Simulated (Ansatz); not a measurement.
cis-OsH2(PH3)4 (P4OsH14). Charge 0, multiplicity 1. Geometry PBE-D4/def2-SVP, basis def2-TZVP, Ansatz.

```xyz
19

Os    0.1916    0.4371   -0.0194
H    -0.2990    2.0335    0.1437
P     1.1599   -1.6747   -0.2983
H     1.8262   -2.0217   -1.5294
H     0.4234   -2.9163   -0.2073
H     2.2342   -2.1106    0.5596
H     1.6920    1.1400   -0.2852
P    -2.0075   -0.2527    0.3845
H    -3.0840    0.1833   -0.4706
H    -2.6718    0.0913    1.6175
H    -2.4259   -1.6372    0.4060
P    -0.1099    0.8454   -2.2690
H    -1.4221    0.8724   -2.8649
H     0.4956    0.0125   -3.2776
H     0.3367    2.0973   -2.8017
P     0.7710    0.6581    2.2018
H    -0.2161    0.6106    3.2511
H     1.4012    1.8721    2.6257
H     1.7044   -0.2405    2.8333
```

| run | HOMO (eV) | LUMO (eV) |
| --- | --- | --- |
| A | -4.86 | -0.57 |
| B | -5.97 | 0.19 |
| C | -5.50 | 0.04 |
| D | -4.91 | -0.66 |
| E | -5.09 | -0.26 |

In the def2 sets Os takes a core potential; there is no spin–orbit coupling.

The runs used PBE, PBE0, r2SCAN, r2SCANh, revPBE. Estimate which is which.

A revPBE (0 % exact exchange); B PBE0 (25 % exact exchange); C r2SCANh (10 % exact exchange); D PBE (0 % exact exchange); E r2SCAN (0 % exact exchange). Exact exchange lowers occupied and raises empty levels; among semilocal functionals meta-GGAs tend to open the gap a little, and such runs are hard to tell apart. The gap grows from 4.24 eV (PBE) to 6.16 eV (PBE0).
